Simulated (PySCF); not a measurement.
Below is a simulated gas-phase Cl 2p photoelectron spectrum of GeF2Cl2 (`[Ge]([Cl])([F])([F])[Cl]`).

Every computed line was given a Gaussian of 0.7 eV full width at half maximum and an area set by the number of equivalent atoms (split 2:1 within a doublet); the highest printed point is 100. Method: PySCF, delta-SCF UKS SCAN, pcX-2 on the ionised atom, pcseg-1 elsewhere, spin-free X2C.

```csv
binding energy (eV),intensity
206.3,0
206.4,1
206.5,3
206.6,8
206.7,15
206.8,28
206.9,45
207.0,65
207.1,84
207.2,97
207.3,100
207.4,92
207.5,75
207.6,55
207.7,36
207.8,21
207.9,11
208.0,5
208.1,3
208.2,3
208.3,6
208.4,10
208.5,18
208.6,27
208.7,37
208.8,46
208.9,50
209.0,49
209.1,43
209.2,33
209.3,23
209.4,14
209.5,8
209.6,4
209.7,2
209.8,1
209.9,0
```

Q: How many maxima does the curve show, and how many computed lines lie under it?

A: The curve has 2 maxima (at 207.3 and 208.9 eV). Under it lie 2 lines from 1 inequivalent chlorine site, drawn as a 2p3/2, 2p1/2 pair.

Q: Decompose the envelope and assign each component. Bonds: Ge1–F2, Ge1–F3, Ge1–Cl4, Ge1–Cl5.

A: 
```
position (eV)  relative area      line    atoms            environment
       207.27           1.33  Cl 2p3/2  Cl4/Cl5  chlorine bonded to Ge
       208.93           0.67  Cl 2p1/2  Cl4/Cl5  chlorine bonded to Ge
```

Q: What are the centre and the root-mean-square width of the whole band?

A: The area-weighted mean of the lines is 207.83 eV. Their own spread about it is 0.78 eV (rms) and each Gaussian has σ = 0.7/2.355 = 0.30 eV; the variances add, which gives 0.83 eV.

Shake-up satellites, vibrational structure and lifetime widths aren't simulated. Atoms equivalent by their bonding share one computed value, that of the first of them. The 2p values aren't plain energy differences: one relaxed spin-free 2p hole is combined with a matrix within the shell (ground-state 2p orbital-energy differences and spin–orbit coupling). 2p3/2, the mean of its two sublevels, lies a third of the splitting below the shell's mean and 2p1/2 two thirds above it; the statistical areas are 2:1. 2p1/2 minus 2p3/2 (ligand field included): Cl 1.65 eV. Isolated species at its PBE0-D3(BJ)/def2-SVP geometry, gas phase.

Hardware: x86-64 server, one thread, on a shared host. Cost: 6.3 s.
